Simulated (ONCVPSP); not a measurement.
## Zn: one change to an ONCV potential, before and after

* Element: Zn
* Generator: ONCVPSP 4.0.1
* Type: optimised norm-conserving Vanderbilt (ONCV)
* Functional: PBE
* Relativity: scalar-relativistic
* Frozen core: [Ne]
* Valence charge: 20
* Reference configuration: 3s2 3p6 3d10 4s1 (charge +1)
* Partial waves: 3s+4s: rc 1.25 bohr, ncon 4, nbas 8, qcut 8 1/bohr, 2 projectors; 3p: rc 0.95 bohr, ncon 4, nbas 8, qcut 13.3 1/bohr, 1 projector; 3d: rc 0.95 bohr, ncon 4, nbas 9, qcut 15.9 1/bohr, local
* Local potential: the d channel
* Core correction: Teter function, fcfact 3.75, rcfact 1.2

Change: core correction none.

Cutoffs: the cutoffs (Ha) at which the residual kinetic energy of the hardest occupied pseudo-wave falls to 1 and 0.1 mHa per electron; they do not see the model core or the augmentation charge, which bear on the density cutoff. Errors are all-electron minus pseudo energies relative to the spin-unpolarised reference configuration.

Q: Predict the effect on cutoff, ghosts and configuration errors.

A: The potential gets neither clearly harder nor softer (103 Ha and 114 Ha → 103 Ha and 114 Ha); of the 4 tests that both files solve, the error grows in 1 and shrinks in 1 by more than 15 % and 0.3 meV (median size 14.1 → 14.2 meV); neither file shows a bound ghost.

```csv
quantity,base,changed
"cutoff, loose",103 Ha,103 Ha
"cutoff, tight",114 Ha,114 Ha
bound ghosts,none,none
GHOST(+) flags under 300 eV,none,none
"error for 3s2 3p6 3d10 4s2, meV [ΔE -9.89 eV]",+1.9,+2.2
"error for 3s2 3p6 3d10 4s0, meV [ΔE 18.44 eV]",-0.9,-0.1
"error for 3s2 3p6 3d9 4s0, meV [ΔE 58.98 eV]",-26,-26
"error for 3s2 3p6 3d9 4s2 4p1, meV [ΔE 2.36 eV]",-55,-53
s: phases at 1.27 bohr within 0.05 rad from the reference energy up to (Ha; the scan ends near 5),to the end of the scan,to the end of the scan
p: phases at 0.96 bohr within 0.05 rad from the reference energy up to (Ha; the scan ends near 5),to the end of the scan,to the end of the scan
d: phases at 0.96 bohr within 0.05 rad from the reference energy up to (Ha; the scan ends near 5),3.3,3.3
```
